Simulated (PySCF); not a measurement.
From computed data to an observable: refractive index and permittivity of the vapour

Ga(Cl)3(NH3) (Cl3GaH3N), SMILES [NH3]->[Ga]([Cl])([Cl])[Cl] (connectivity only; charge and spin as stated), neutral, multiplicity 1.

Geometry optimised at PBE0-D3(BJ)/def2-SVP. The isomer is the one that the SMILES or the coordinates give; other isomers of the formula were not compared. Other conformers were not sampled.

PySCF with r2SCAN/def2-TZVP gives a mean static polarisability of 71.0 bohr³ and a dipole moment of 6.20 D. Take an ideal gas at 298.15 K and 0.01 bar, whether or not the substance is that volatile.

Problem. Work out n − 1 in the optical limit and the static ε − 1.

Solution. 
Polarisability volume α' = 71.0 × 0.148185 = 10.52 Å³. Number density N = p/kT = 2.43e-7 Å⁻³.
Dilute limit of Lorentz–Lorenz: n − 1 = 2π N α' = 1.6e-5.
Orientation term of Debye: μ²/(3kT) = 8.098 Å³ × μ²(D²) = 311.28 Å³.
ε − 1 = 4π N (α' + μ²/3kT) = 0.00098. Orientation of the dipole supplies 97 % of the static response; it can't follow optical fields. Vibrational polarisation and dispersion are left out.
